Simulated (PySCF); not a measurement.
# MC for M along the chalcogens

CCSD(T) with triple-zeta basis sets in PySCF, for the lowest determinant that a PBE0 search found; no spin–orbit coupling. De refers to high-spin ground-configuration atoms.

```csv
M,basis,"reference, frozen orbitals",state (unpaired electrons),Re (Å),ωe (cm⁻¹),De (eV)
O,def2-TZVPP,"RHF, 2",singlet (closed shell),1.134,2155,10.92
S,x2c-TZVPPall,"RHF, 6",singlet (closed shell),1.543,1278,7.12
Se,x2c-TZVPPall,"RHF, 10",singlet (closed shell),1.684,1031,6.04
Te,def2-TZVPP,"RHF, 5",singlet (closed shell),1.903,855,4.80
```

The shortest bond is that of CO (1.134 Å), the longest that of TeC (1.903 Å). CO is bound most strongly (10.92 eV) and TeC least (4.80 eV).

The rows differ in basis set, which adds steps of its own.

Relativity is treated differently too: O no relativity; S spin-free X2C; Se spin-free X2C; Te scalar-relativistic core potentials.

Down a group bonds as a rule get longer and wavenumbers fall, partly through the reduced mass; this series shows no clear exception.

Correlated steps freeze the inner cores (2 to 10 orbitals); shallow outer-core shells are correlated. Spin–orbit coupling is left out, which matters for elements this heavy, above all for dissociation energies. Where the molecule has an RHF reference, its open-shell atoms are computed with UHF. The CCSD T1 diagnostic is raised in CS, CSe, TeC, a sign that a single reference may not be enough there.
